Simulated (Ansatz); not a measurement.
Stepwise reaction of `[CH3][Al]([OH])[OH]` with hydrogen, as a gas-phase model of exchange steps in deposition or etching. ΔE in kJ/mol.

Isolated molecules relaxed with PBE0-D4/def2-TZVP in Ansatz; ΔE leaves out vibrations. CBS: MP2 limit from def2 TZ/QZ plus the TZ coupled-cluster correction, frozen cores. This one scheme is used for every species. Functionals use def2-TZVPP. B3LYP here is the variant with VWN-RPA as its local correlation; programs differ in this. Each species was taken in one conformer, which may not be the lowest.

```
step                                             reaction  PBE-D4  B3LYP-D4  ωB97M-V  CCSD(T)/CBS
   1  `[CH3][Al]([OH])[OH]` + H₂ → `[CH3][AlH][OH]` + H₂O   116.2     122.8    120.5        120.6
```

(1) Give the row of step 2, `[CH3][AlH][OH]` + H₂ → `[CH3][AlH2]` + H₂O. (Best estimate.)

(2) By hand: ΔE of the 2 steps together at CCSD(T)/CBS.

## Answers

(1) Ansatz gave: 
```json
{"step": "2", "reaction": "`[CH3][AlH][OH]` + H₂ → `[CH3][AlH2]` + H₂O", "PBE-D4": "124.1", "B3LYP-D4": "129.0", "ωB97M-V": "127.3", "CCSD(T)/CBS": "126.3"}
```

(2) (120.6) + (126.3) = 246.9 kJ/mol, or 123.4 kJ/mol a step.

In ΔE each step is higher than the one before. All are uphill at CCSD(T)/CBS. PBE-D4 differs from CCSD(T)/CBS by -4.4 to -2.2 kJ/mol a step. Isolated molecules leave out the surface, adducts and barriers. Largest T1 diagnostic: 0.012.
